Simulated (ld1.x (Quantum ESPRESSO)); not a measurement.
**An all-electron radial function and its pseudo partner (phosphorus)**

Columns: radius, all-electron u(r) and pseudo u(r) of the 2s shell (level -174.38 eV) of phosphorus in the configuration [He] 2s2 2p6 3s1.75 3p3.25; PBE, scalar-relativistic, ultrasoft scheme, ld1.x (Quantum ESPRESSO) 7.5.

```tsv
r (bohr)	all-electron	pseudo
0.045	0.6622	-0.2712
0.090	0.5019	-0.5321
0.135	0.0679	-0.7731
0.180	-0.3963	-0.9857
0.225	-0.7921	-1.1633
0.270	-1.0889	-1.3015
0.315	-1.2867	-1.3979
0.360	-1.3988	-1.4527
0.405	-1.4424	-1.4682
0.450	-1.4343	-1.4486
0.495	-1.3891	-1.3997
0.540	-1.3189	-1.3280
0.585	-1.2330	-1.2404
0.630	-1.1386	-1.1436
0.675	-1.0409	-1.0435
0.720	-0.9438	-0.9446
0.765	-0.8498	-0.8499
0.810	-0.7608	-0.7608
0.855	-0.6777	-0.6777
0.900	-0.6011	-0.6011
0.945	-0.5311	-0.5311
0.990	-0.4677	-0.4677
1.035	-0.4108	-0.4108
1.080	-0.3599	-0.3599
1.125	-0.3147	-0.3147
1.170	-0.2747	-0.2747
```

(1) How many radial nodes do the two functions have?

(2) At about which radius was the pseudo-wave matched?

(3) Where does each function peak?

(4) Is the pseudo-wave norm-conserving?

## Answers

(1) The all-electron 2s function has n − l − 1 = 1; the pseudo-wave has 0, since the states of the same l below it are removed with the core.

(2) 0.80 bohr, where the columns begin to agree (steps of 0.04 bohr).

(3) Outermost all-electron maximum near 0.41 bohr, pseudo maximum near 0.41 bohr (to the table’s step).

(4) No, it belongs to an ultrasoft set: the norm inside the radius is not constrained, and the difference is carried by the augmentation charge.
